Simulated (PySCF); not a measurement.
From one molecule to another.

First species: C6H10FNO.
SMILES: `C=CC[C@@H](F)C(=O)NC`

Second species: Sn(vinyl)4, C8H12Sn.
Z-matrix (Å and degrees, PBE0-D3(BJ)/def2-SVP geometry), rows numbered from 1:
```
Sn
C   1  2.1432
C   2  1.3365  1  123.48
H   2  1.0974  1  117.87  3  -179.34
H   3  1.0963  2  122.36  1     0.89
H   3  1.0974  2  121.93  1  -179.16
C   1  2.1420  2  107.37  3   -38.67
C   7  1.3364  1  123.28  2   -18.98
H   7  1.0975  1  118.09  2   161.42
H   8  1.0962  7  122.16  1     0.66
H   8  1.0972  7  121.91  1  -179.35
C   1  2.1422  2  110.32  3  -159.45
C  12  1.3367  1  123.29  2   -86.48
H  12  1.0974  1  118.05  2    92.51
H  13  1.0964 12  122.31  1    -1.31
H  13  1.0973 12  121.96  1   178.84
C   1  2.1425  2  110.35  3    81.64
C  17  1.3364  1  123.50  2   144.32
H  17  1.0975  1  117.83  2   -36.18
H  18  1.0963 17  122.23  1    -0.77
H  18  1.0973 17  121.87  1   179.30
```

Levels: wB97X-D/def2-SVPD for HOMO energy, LUMO energy, HOMO–LUMO gap and static isotropic polarisability; TDDFT wB97X-D/def2-SVPD for lowest singlet excitation; TDA wB97X-D/def2-SVPD for lowest triplet excitation (Tamm–Dancoff). Geometries: PBE0-D3(BJ)/def2-SVP. All species are isolated and taken at one optimised geometry (atoms past krypton carry core potentials, spin–orbit coupling is left out); the electronic structure was computed with PySCF and density fitting.

Dipoles, sizes and rotational constants follow the conformer. The torsions of the flexible species, by atom-mapped SMILES:
- `[CH2:1]=[CH:2][CH2:3][C@@H:4]([F:5])[C:6](=[O:7])[NH:8][CH3:9]`: C1–C2–C3–C4 122°, C2–C3–C4–F5 63°, C3–C4–C6–O7 55°, C4–C6–N8–C9 180°

**Question.** Which has the higher HOMO–LUMO gap?

**Answer.** The first: 11.32 eV against 10.33 eV, a difference of 0.99 eV.

**Question.** Which of the two has the higher LUMO energy, and by how much?

**Answer.** The first: 1.85 eV against 1.07 eV, a difference of 0.78 eV.

**Question.** Which has the higher static isotropic polarisability?

**Answer.** The second: 135.9 au against 86.5 au, a difference of 49.4 au.

**Question.** Which has the higher HOMO energy?

**Answer.** The second: -9.26 eV against -9.47 eV, a difference of 0.21 eV.

**Question.** Which has the higher T1 energy?

**Answer.** The first: 4.49 eV against 4.38 eV, a difference of 0.11 eV.

On the first: The vertical singlet–triplet gap S1 − T1 is 1.43 eV (TDDFT singlet less Tamm–Dancoff triplet; S1: HOMO→LUMO+1, weight 0.31, beside HOMO−2→LUMO+1, weight 0.29; T1: HOMO→LUMO, weight 0.50, beside HOMO−2→LUMO, weight 0.39). The polarisability is 12.82 Å³ as a volume (1 au = 0.148185 Å³), or 1.24 au for each of the 70 electrons.

On the second: The polarisability is 20.14 Å³ as a volume (1 au = 0.148185 Å³). The principal polarisabilities are 117.1, 117.2 and 173.3 au; their mean is the isotropic value. Atoms past krypton carry effective core potentials; spin–orbit coupling is left out.
